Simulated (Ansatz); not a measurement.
A made-up structure of CH₄Se, closed shell:

```csv
atom,x (Å),y (Å),z (Å)
C1,-0.1344,-0.3535,-0.3938
Se2,0.8543,0.2568,1.1707
H3,-1.1979,-0.4132,-0.1748
H4,0.2439,-1.3500,-0.6172
H5,0.0513,0.3004,-1.2427
H6,0.1486,0.6172,-0.0756
```

It is relaxed with PBE-D4/def2-SVP and then PBE0-D4/def2-TZVP (Ansatz 0.2.0). Atoms count as bonded within 1.22 times the sum of their covalent radii (H–H: 0.88 Å). The end point is not checked to be a true minimum.

Problem. Does its bonding change? (A judgement: the text doesn't fix the answer.)

Solution. By the calculation: Yes. Formed: none; broken: C1–H6.

Where it ends: The first stage lowers the energy by 3.37 eV in 13 steps. It ends as CH₄Se ([CH3][SeH]):
C1  (-0.186, -0.568, -0.534)
Se2  (0.924, 0.249, 0.844)
H3  (-1.238, -0.496, -0.269)
H4  (0.106, -1.616, -0.571)
H5  (0.003, -0.107, -1.501)
H6  (0.357, 1.596, 0.697)
(Å)

Labels in which every atom is bracketed show which atoms are joined, not bond orders.

For scale, one of the runs: PBE0-D4/def2-TZVP relaxation, 103 basis functions, launched by `ansatz run in.yaml --threads 2 --pin off --events-out ev --progress --plain --max-ram 4352MiB`. The run took about 12 s on 2 CPU threads of an Intel Xeon Platinum 8259CL (shared host).
